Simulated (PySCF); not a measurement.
Correlation energy of Sr(26+) (strontium, charge +26)

[Ne] 3s2, closed-shell 1S. Calculation: PySCF 2.14, in an uncontracted even-tempered set (18 s from 3.4 bohr⁻², ratio 2.5; 11 p from 4.4 bohr⁻², ratio 2.5; 5 d from 17 bohr⁻², ratio 2.7; 4 f from 25 bohr⁻², ratio 2.7); scalar relativity by spin-free X2C-1e. Frozen: 1s2; 10 electrons correlated; the 19 highest virtual orbitals of each spin left out.

```tsv
level	correlation energy (mhartree)
CCSD	-458.63
(T)	-1.51
CCSD(T)	-460.14
```

Diagnostics: T1 = 0.00047, D1 = 0.0015, largest double amplitude 0.075.

Is a single reference adequate?

Mostly. T1 lies below 0.03, but a double amplitude of this size points to a near-degeneracy that CCSD handles and MP2 describes poorly.

At this charge the one-electron X2C treatment keeps the bare 1/r₁₂, with no two-electron picture change or Breit term. The effect here is smaller than on the frozen 1s shell; and a scalar Hamiltonian misses the large spin-orbit splitting of the p shells, which matters for ns² → np² pairs.
